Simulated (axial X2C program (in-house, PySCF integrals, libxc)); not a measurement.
Cl or Br: which binds elements of chip processing more strongly?

Calculated with an axial X2C code built on PySCF integrals, spin-free (one-electron X2C) or two-component (2c: spin–orbit coupling with atomic mean-field Coulomb and Gaunt terms, which also bring small scalar terms), in Dyall basis sets with cores contracted in-house; open shells are unrestricted.

Level CCSD(T), 2c. Dyall triple-zeta sets: AlCl v3z/av3z; AlBr v3z/cv3z; SiCl v3z/av3z; SiBr v3z/cv3z; TiCl cv3z/av3z; TiBr cv3z/cv3z; GaCl cv3z/av3z; GaBr cv3z/cv3z; InCl cv3z/av3z; InBr cv3z/cv3z. Frozen shells (counts by l): AlCl Cl 2s1p, Al 2s1p, 10 electrons correlated; AlBr Br 3s2p1d, Al 2s1p, 10 electrons correlated; SiCl Cl 2s1p, Si 2s1p, 11 electrons correlated; SiBr Br 3s2p1d, Si 2s1p, 11 electrons correlated; TiCl Ti 3s2p, Cl 2s1p, 11 electrons correlated; TiBr Br 3s2p1d, Ti 3s2p, 11 electrons correlated; GaCl Ga 3s2p1d, Cl 2s1p, 10 electrons correlated; GaBr Br 3s2p1d, Ga 3s2p1d, 10 electrons correlated; InCl In 4s3p2d, Cl 2s1p, 10 electrons correlated; InBr In 4s3p2d, Br 3s2p1d, 10 electrons correlated. Coupled cluster in natural virtuals with an MP2 remainder. Where the outer core of a metal is frozen, bonds come out longer and ionisation energies lower.

Diatomic bonds are a first guide to the radicals met in plasma etching, cleaning and deposition, though surfaces and higher halides or oxides behave in their own way.

```csv
element M,state of MCl,Re MCl (Å),D0 MCl (eV),state of MBr,Re MBr (Å),D0 MBr (eV)
Al,Ω = 0,2.159,5.02,Ω = 0,2.317,4.30
Si,Ω = 1/2,2.089,4.13,Ω = 1/2,2.242,3.48
Ti,Ω = 3/2,2.309,4.03,Ω = 3/2,2.458,3.38
Ga,Ω = 0,2.235,4.63,Ω = 0,2.381,4.00
In,Ω = 0,2.442,4.29,Ω = 0,2.582,3.72
```

(1) Work out the energy at 0 K of MCl + Br → MBr + Cl for each element.

(2) For which element is the exchange to Br most and for which least favourable, and what is the energy of InCl + AlBr → InBr + AlCl?

Each entry is the lowest single determinant of a limited PBE0 search at one distance. D0 = De minus the zero-point energy; De goes to single-determinant-based atoms at the same level (for ions the charge split of lowest energy) and is withheld (n/a) where an atom does not fit its ground term or J level. Main or longest-lived isotopes. One determinant is a doubtful description, or other states lie close, for TiCl, TiBr; these need not be ground states, and all values refer to the states named. With several unpaired electrons the Ω given is that of one determinant, not necessarily of the lowest component. Some light 2c atoms are not at their ground J level, so De misses part of their lowering (0.04 eV or less). These D0 were not checked against measured values; triple-zeta sets, frozen cores and single determinants leave errors of some tenths of an eV, more for transition metals.

Answers

(1) ΔE = D0(MCl) − D0(MBr) at CCSD(T), 2c: Al 0.72, Si 0.65, Ti 0.65, Ga 0.63, In 0.57 eV (negative: the exchange gives off energy).

(2) In most (0.57 eV; too close to rank against Si, Ti, Ga), Al least (0.72 eV; too close to rank against Si, Ti, Ga). The atoms cancel in the double exchange: ΔE = 0.57 − (0.72) = -0.15 eV, a figure less sensitive to errors in the atoms than D0 itself.
